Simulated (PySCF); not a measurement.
# Core-level binding energies of `[CH3][GeH2][F]`

Species: CH₅FGe.
Structure used (PBE0-D3(BJ)/def2-SVP), in Å, numbered top down from 1:
```
atom  x, y, z in Å
C1     1.030   -0.197   -0.009
Ge2   -0.887    0.073   -0.037
F3    -1.173    1.719    0.481
H4     1.273   -1.230   -0.303
H5     1.419   -0.018    1.004
H6     1.520    0.496   -0.706
H7    -1.490   -0.036   -1.448
H8    -1.634   -0.821    0.970
```

The calculation used PySCF, delta-SCF UKS SCAN, pcX-2 on the ionised atom, pcseg-1 elsewhere, spin-free X2C. These are vertical core ionisation energies against the vacuum level, from separate self-consistent calculations with and without the core hole.

What binding energy does each computed site have?

```tsv
atom(s)	bonded to	level	binding energy (eV)	count
C1	3 H and Ge	C 1s	290.80	1
F3	Ge	F 1s	691.08	1
```

Which effective nuclear charge Zeff reproduces each element's mean 1s value in the hydrogen-like formula E = 13.606 eV × Zeff²?

C (Z = 6): mean 290.8 eV, Zeff = 4.62, Z − Zeff = 1.38; F (Z = 9): mean 691.1 eV, Zeff = 7.13, Z − Zeff = 1.87. Means run over the listed sites, weighted by atom count.

Express the binding energy of F 1s of F3 in atomic units and per mole.

691.08 eV = 25.3967 Eh = 66679 kJ/mol.

No level of germanium is listed. Isolated species at its PBE0-D3(BJ)/def2-SVP geometry, gas phase.

Time: 4.6 s wall; peak memory 0.35 GiB. Hardware: Arm Neoverse V2, one thread, no GPU (shared host).
